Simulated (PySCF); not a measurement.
Species: C7H11NO.
SMILES: `O=CN[C@@H]1C[C@@H]2CC[C@@H]21`

The calculation used TDDFT B3LYP/def2-SVPD, vertical, gas phase, core orbitals frozen in the response in PySCF. The structure is a single PBE0-D3(BJ)/def2-SVP conformer in the gas phase; no vibrational or solvent corrections. Torsions of this conformer, `[O:1]=[CH:2][NH:3][C@@H:4]1[CH2:5][C@@H:6]2[CH2:7][CH2:8][C@H:9]12`: O1–C2–N3–C4 0°, C2–N3–C4–C5 -137°.

Orbital energies (eV): HOMO-3 -8.24, HOMO-2 -7.94, HOMO-1 -7.30, HOMO -7.17, LUMO 0.10, LUMO+1 0.21, LUMO+2 0.44.

Among the lowest singlets, which states do these configurations lead, and at what energies: HOMO→LUMO, HOMO→LUMO+2, HOMO-1→LUMO+2, HOMO-2→LUMO, HOMO-1→LUMO+1, HOMO-2→LUMO+1?

```tsv
state	leading configuration	weight	Δε (eV)	E (eV)	E − Δε (eV)	f	other configurations
S1	HOMO-1→LUMO+1	0.68	7.51	5.67	-1.85	0.0013	H→L+1 (20%)
S2	HOMO→LUMO	0.86	7.27	6.30	-0.97	0.0096	–
S4	HOMO→LUMO+2	0.86	7.61	6.83	-0.78	0.0064	–
S6	HOMO-1→LUMO+2	0.67	7.74	7.11	-0.63	0.031	–
S8	HOMO-2→LUMO	0.72	8.04	7.23	-0.81	0.045	–
S9	HOMO-2→LUMO+1	0.88	8.15	7.36	-0.80	0.0062	–
```

E − Δε runs from -1.85 to -0.63 eV. By orbital difference alone the order would be S2, S1, S4, S6, S8, S9. Δε is the difference of the two orbital energies.

H and L stand for HOMO and LUMO. The other states: S3 6.55 eV, f 0.043, H-1→L (57%), H-1→L+1 (21%), H→L+1 (10%); S5 6.94 eV, f 0.193, H→L+1 (48%), H-1→L+2 (16%), H-1→L (15%); S7 7.18 eV, f 0.029, H→L+3 (67%), H-2→L (14%); S10 7.38 eV, f 0.0050, H-1→L+3 (50%), H→L+4 (32%).

Pair triplets and singlets of the same leading configuration (75% or more in both) and give the splittings.

```csv
configuration,triplet,E(T) (eV),singlet,E(S) (eV),E(S) − E(T) (eV)
HOMO→LUMO,T3,6.18,S2,6.30,+0.13
```

The 4 triplets are Tamm–Dancoff values, the singlets full response.

Summed over the main configurations (up to three a state, each over 8%) of all 10 singlets, the electron leaves HOMO with weight 3.49, HOMO-1 with weight 2.94 and HOMO-2 with weight 1.74.

The vertical ionisation energy (ΔSCF) is 9.21 eV, 1.83 eV above S10.
